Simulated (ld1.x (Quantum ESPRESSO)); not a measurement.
**What one change does to a pseudopotential (scandium (Sc), TM semilocal)**

```json
{
  "Element": "scandium",
  "Generator": "ld1.x (Quantum ESPRESSO) 7.5",
  "Type": "norm-conserving Troullier–Martins (semilocal form)",
  "Functional": "BLYP",
  "Relativity": "scalar-relativistic",
  "Frozen core": "[Ne]",
  "Valence charge": "11",
  "Reference configuration": "3s2 3p6 3d1 4s2 4p0",
  "Partial waves": "3s (bound): rc 1.35 bohr; 3p (bound): rc 1.10 bohr; 3d (bound): rc 1.95 bohr; 4f channel at 0.2 Ry: rc 1.45 bohr",
  "Local potential": "the f channel",
  "Core correction": "none"
}
```

Occupied shells without a wave of their own: 4s. They enter only through the test configuration that unscreens the potential.

All-electron outer shells of the reference configuration (BLYP, scalar-relativistic, ld1.x):

| shell | level (eV) | outermost node (bohr) | outermost maximum (bohr) |
| --- | --- | --- | --- |
| 2s | -474.22 | 0.10 | 0.28 |
| 2p | -388.35 | – | 0.23 |
| 3s | -54.73 | 0.42 | 0.92 |
| 3p | -33.38 | 0.39 | 0.97 |
| 4s | -4.04 | 1.33 | 3.06 |
| 3d | -3.11 | – | 1.10 |
| 4p | -1.32 | 1.49 | 4.08 |

Change: wave 3d (bound): rc 1.95 bohr becomes 3d (bound): rc 1.56 bohr.

Cutoffs: the cutoffs (Ry, on a coarse ladder) from which the occupation-weighted sum of valence levels, in a spherical-Bessel basis at the reference potential, stays within 10 and 1 mRy of its value at 400 Ry; they do not see the model core or the augmentation charge, which bear on the density cutoff. Errors are all-electron minus pseudo energies relative to the spin-unpolarised reference configuration.

**Question.** How do hardness, ghosts and transferability respond?

**Answer.** The potential gets neither clearly harder nor softer (80 Ry and 140 Ry → 80 Ry and 140 Ry); of the 7 tests that both files solve, the error grows in 0 and shrinks in 2 by more than 15 % and 0.3 meV (median size 194.7 → 194.6 meV); neither file shows a bound ghost. A semilocal file is local in each channel, so a ghost entry of none says nothing of the separable form that plane-wave codes build from it.

| quantity | base | changed |
| --- | --- | --- |
| cutoff, loose | 80 Ry | 80 Ry |
| cutoff, tight | 140 Ry | 140 Ry |
| loose cutoff by channel (10 mRy a level) | s 40 Ry, p 30 Ry, d 50 Ry | s 40 Ry, p 30 Ry, d 60 Ry |
| bound ghosts | none | none |
| largest miss of a reference level, eV | 0.14 | 0.14 |
| error for 3s2 3p6 3d1 4s1 4p0, meV [ΔE 6.82 eV] | -195 | -195 |
| error for 3s2 3p6 3d1 4s0 4p0, meV [ΔE 19.73 eV] | -524 | -523 |
| error for 3s2 3p6 3d0 4s0 4p0, meV [ΔE 44.60 eV] | -772 | -815 |
| error for 3s2 3p6 3d0 4s2 4p0, meV [ΔE 8.27 eV] | +79 | +51 |
| error for 3s1 3p6 3d1 4s2 4p0, meV [ΔE 61.68 eV] | -26 | +16 |
| error for 3s2 3p6 3d2 4s1 4p0, meV [ΔE 1.67 eV] | -96 | -100 |
| error for 3s2 3p6 3d2 4s0 4p0, meV [ΔE 7.61 eV] | -269 | -278 |

Base: The 4s level has no wave, so the channel is fitted at the deeper level alone: the likely source of the large errors. Changed file: The 4s level has no wave, so the channel is fitted at the deeper level alone: the likely source of the large errors.
